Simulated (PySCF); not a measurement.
C4H7BO, SMILES CB1CC=CO1.

Coordinates come from a PBE-D3(BJ)/def2-SVP optimisation. The structure was generated by enumeration, and PubChem lists no compound with its InChIKey, so it may never have been made. The values are those of a single conformer.

Level of theory: PBE-D3(BJ)/def2-SVP (PySCF).

No scaling factor is applied to the harmonic values.

Computed harmonic wavenumbers and intensities:
```json
[
 {"mode": "1", "ν (cm⁻¹)": "35", "IR (km/mol)": "0.6", "moving atoms (share of kinetic energy)": "H 94 %"},
 {"mode": "2", "ν (cm⁻¹)": "184", "IR (km/mol)": "0.0", "moving atoms (share of kinetic energy)": "C 37 %, H 35 %, O 21 %"},
 {"mode": "3", "ν (cm⁻¹)": "273", "IR (km/mol)": "1.1", "moving atoms (share of kinetic energy)": "C 37 %, H 36 %, O 15 %, B 12 %"},
 {"mode": "4", "ν (cm⁻¹)": "303", "IR (km/mol)": "6.3", "moving atoms (share of kinetic energy)": "H 69 %, B 22 %, C 9 %"},
 {"mode": "5", "ν (cm⁻¹)": "484", "IR (km/mol)": "12.4", "moving atoms (share of kinetic energy)": "C 33 %, H 32 %, O 24 %, B 11 %"},
 {"mode": "6", "ν (cm⁻¹)": "542", "IR (km/mol)": "0.2", "moving atoms (share of kinetic energy)": "C 68 %, H 16 %, O 8 %"},
 {"mode": "7", "ν (cm⁻¹)": "647", "IR (km/mol)": "1.2", "moving atoms (share of kinetic energy)": "H 62 %, C 34 %"},
 {"mode": "8", "ν (cm⁻¹)": "727", "IR (km/mol)": "32.8", "moving atoms (share of kinetic energy)": "H 81 %, C 15 %"},
 {"mode": "9", "ν (cm⁻¹)": "741", "IR (km/mol)": "0.7", "moving atoms (share of kinetic energy)": "C 46 %, H 34 %, O 17 %"},
 {"mode": "10", "ν (cm⁻¹)": "799", "IR (km/mol)": "0.7", "moving atoms (share of kinetic energy)": "H 44 %, O 29 %, C 25 %"},
 {"mode": "11", "ν (cm⁻¹)": "811", "IR (km/mol)": "0.9", "moving atoms (share of kinetic energy)": "C 70 %, H 17 %, O 10 %"},
 {"mode": "12", "ν (cm⁻¹)": "882", "IR (km/mol)": "0.0", "moving atoms (share of kinetic energy)": "H 70 %, C 24 %"},
 {"mode": "13", "ν (cm⁻¹)": "890", "IR (km/mol)": "13.7", "moving atoms (share of kinetic energy)": "H 40 %, C 31 %, B 28 %"},
 {"mode": "14", "ν (cm⁻¹)": "933", "IR (km/mol)": "27.0", "moving atoms (share of kinetic energy)": "H 67 %, C 29 %"},
 {"mode": "15", "ν (cm⁻¹)": "1028", "IR (km/mol)": "49.9", "moving atoms (share of kinetic energy)": "C 45 %, O 28 %, H 27 %"},
 {"mode": "16", "ν (cm⁻¹)": "1048", "IR (km/mol)": "9.2", "moving atoms (share of kinetic energy)": "H 82 %, C 12 %"},
 {"mode": "17", "ν (cm⁻¹)": "1077", "IR (km/mol)": "8.0", "moving atoms (share of kinetic energy)": "H 44 %, C 27 %, B 27 %"},
 {"mode": "18", "ν (cm⁻¹)": "1130", "IR (km/mol)": "37.3", "moving atoms (share of kinetic energy)": "H 65 %, C 18 %, O 13 %"},
 {"mode": "19", "ν (cm⁻¹)": "1192", "IR (km/mol)": "120.7", "moving atoms (share of kinetic energy)": "B 39 %, C 24 %, O 19 %, H 18 %"},
 {"mode": "20", "ν (cm⁻¹)": "1220", "IR (km/mol)": "30.0", "moving atoms (share of kinetic energy)": "H 59 %, C 25 %, B 15 %"},
 {"mode": "21", "ν (cm⁻¹)": "1307", "IR (km/mol)": "37.3", "moving atoms (share of kinetic energy)": "H 65 %, C 20 %, B 13 %"},
 {"mode": "22", "ν (cm⁻¹)": "1322", "IR (km/mol)": "34.5", "moving atoms (share of kinetic energy)": "H 72 %, C 23 %"},
 {"mode": "23", "ν (cm⁻¹)": "1335", "IR (km/mol)": "149.9", "moving atoms (share of kinetic energy)": "H 40 %, B 32 %, C 24 %"},
 {"mode": "24", "ν (cm⁻¹)": "1386", "IR (km/mol)": "5.2", "moving atoms (share of kinetic energy)": "H 96 %"},
 {"mode": "25", "ν (cm⁻¹)": "1392", "IR (km/mol)": "22.4", "moving atoms (share of kinetic energy)": "H 81 %, B 10 %"},
 {"mode": "26", "ν (cm⁻¹)": "1623", "IR (km/mol)": "22.1", "moving atoms (share of kinetic energy)": "C 90 %, H 10 %"},
 {"mode": "27", "ν (cm⁻¹)": "2965", "IR (km/mol)": "4.7", "moving atoms (share of kinetic energy)": "H 94 %"},
 {"mode": "28", "ν (cm⁻¹)": "2970", "IR (km/mol)": "3.6", "moving atoms (share of kinetic energy)": "H 96 %"},
 {"mode": "29", "ν (cm⁻¹)": "2999", "IR (km/mol)": "2.6", "moving atoms (share of kinetic energy)": "H 91 %, C 9 %"},
 {"mode": "30", "ν (cm⁻¹)": "3042", "IR (km/mol)": "4.9", "moving atoms (share of kinetic energy)": "H 91 %, C 9 %"},
 {"mode": "31", "ν (cm⁻¹)": "3082", "IR (km/mol)": "8.8", "moving atoms (share of kinetic energy)": "H 91 %, C 9 %"},
 {"mode": "32", "ν (cm⁻¹)": "3147", "IR (km/mol)": "0.2", "moving atoms (share of kinetic energy)": "H 92 %"},
 {"mode": "33", "ν (cm⁻¹)": "3173", "IR (km/mol)": "13.6", "moving atoms (share of kinetic energy)": "H 90 %, C 10 %"}
]
```
